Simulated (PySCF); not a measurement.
# Static response to an electric field

C6H11N.
Geometry (GFN2-xTB, Å), atoms numbered from 1 in this order:
```xyz
18
C6H11N angstrom
C     -0.7780    2.4408   -0.0798
C     -0.3256    1.3097    0.4276
C     -0.0026    0.0908   -0.3828
C      1.3439   -0.4513   -0.0087
C      2.2814   -0.7764   -0.8784
C     -1.1024   -1.0000   -0.1839
N     -1.2893   -1.5029    1.1559
H     -1.0130    3.2907    0.5384
H     -0.9310    2.5646   -1.1395
H     -0.1729    1.2187    1.4963
H     -0.0079    0.3491   -1.4459
H      1.5219   -0.5784    1.0525
H      2.1369   -0.6527   -1.9393
H      3.2326   -1.1768   -0.5708
H     -2.0572   -0.5831   -0.5169
H     -0.8558   -1.8505   -0.8259
H     -0.4382   -1.9312    1.5019
H     -1.5516   -0.7549    1.7877
```

Level: B3LYP/def2-SVPD (PySCF), static field, nuclei fixed, core orbitals frozen in the response. The polarisability tensor in these axes (au):

```
x   85.83 -9.85 -7.25
y   -9.85 89.03 -1.55
z   -7.25 -1.55 76.57
```

Problem. Diagonalise the tensor; give its mean and Δα, where Δα² is half the sum of the squared differences of the eigenvalues.

Solution. Principal values 70.22, 83.16 and 98.05 au; mean 83.81 au = 12.42 Å³ = 13.82 × 10⁻⁴⁰ C²·m²/J; Δα = 24.12 au (29 % of the mean).

Problem. What is the dipole moment, and where does it point?

Solution. (0.74, 0.68, 0.06) D, 1.01 D in size, pointing from the negative to the positive side. Measured along this direction, the outermost atoms are H15, H16 and N7 at the negative end and H14 and H8 at the positive end.

Problem. Find the Langevin capture rate constant for H3O+ (19.018 u) meeting this molecule (97.089 u), k = 2.342 × 10⁻⁹ cm³/s × √(α in Å³ / reduced mass in u).

Solution. The reduced mass is 15.90 u, so k = 2.07 × 10⁻⁹ cm³/s. The formula leaves out the permanent dipole, which adds to the capture rate.

Problem. Refractivity n − 1 of an ideal gas of it at 273.15 K and 1 atm, from the electronic α?

Solution. N = p/kT = 2.6868 × 10¹⁹ cm⁻³, so n − 1 = 2π × N × 12.42 × 10⁻²⁴ cm³ = 2097 × 10⁻⁶ at long wavelengths.

Problem. What depolarisation ratio follows for Rayleigh scattering of linearly polarised light, taking the static tensor?

Solution. ρ = 3Δα²/(45ᾱ² + 4Δα²) = 1744.8/(316080 + 2326.3) = 0.00548.

Problem. What molar refraction does this α imply?

Solution. Lorentz–Lorenz: R = (4π/3)N_A α = 2.5225 cm³/(mol·Å³) × 12.42 Å³ = 31.3 cm³/mol, in the limit of long wavelengths.

Geometry: GFN2-xTB, one conformer, isolated molecule.

These values come from a run that also computed excited states. Hardware: an Arm Neoverse V2 with one thread (shared host). Cost: 40 s wall, 0.97 GiB resident at most.
